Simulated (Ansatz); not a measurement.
`BCB(B)F` + `[OH][GeH3]` → `B[O][GeH3]` + `BCBF` at 400 K and 1 bar (cleavage of the B–B bond).

Program: Ansatz. Geometries: PBE0-D4/def2-TZVP. ΔE: electronic, gas phase. CCSD(T)/CBS is the MP2 limit (def2-TZVPP, def2-QZVPP) plus CCSD(T) − MP2 in def2-TZVPP, frozen cores. For Ge outer-core shells are correlated without core-valence functions, which leaves a few kJ/mol of doubt a bond. Scalar relativity is left out up to krypton. Each species was taken in one conformer, which may not be the lowest.

```csv
species,CCSD(T)/CBS energy (Eh),H − E (kJ/mol),S (J/(mol·K))
`BCB(B)F`,-215.84147,228.2,381.5
`[OH][GeH3]`,-2153.69723,116.2,291.7
`B[O][GeH3]`,-2179.12438,153.4,330.5
`BCBF`,-190.47993,190.8,331.6
```

H − E and S are ideal-gas, rigid-rotor, harmonic terms from PBE0-D4/def2-TZVP, for one conformer and one mirror image of each species. 1 Eh = 2625.50 kJ/mol, R = 8.31446 J/(mol·K).

Task: By hand: ΔE, ΔH, ΔS and ΔG.

Result: ΔE = (-2179.12438) + (-190.47993) − (-215.84147) − (-2153.69723) = -0.06561 Eh = -172.3 kJ/mol. Δ(H − E) = 153.4 + 190.8 − 228.2 − 116.2 = -0.2, so ΔH = -172.5 kJ/mol. ΔS = 330.5 + 331.6 − 381.5 − 291.7 = -11.1 J/(mol·K). ΔG = -172.5 − 400 × (-11.1)/1000 = -168.1 kJ/mol.

Task: By hand: the equilibrium constant, and the temperature at which ΔG would vanish if ΔH and ΔS stayed fixed.

Result: log₁₀ K = −ΔG/(RT ln 10) = 22.0. ΔG = 0 at ΔH/ΔS = 15541 K, far beyond where these terms or the molecules hold.

The number of gas molecules stays the same, so ΔS is small and ΔH decides. A doubt of 5 kJ/mol in ΔE shifts log₁₀ K by 0.7 here. Other conformers and mirror images would add mixing entropy, several J/(mol·K) or more a flexible species. Modes under 60 cm⁻¹, often nearly free rotors, make the harmonic entropy too high. These are equilibria of isolated gas molecules and say nothing of rates. Largest T1 diagnostic: 0.013 (customary marks: 0.02 for closed shells, 0.045 for open ones).
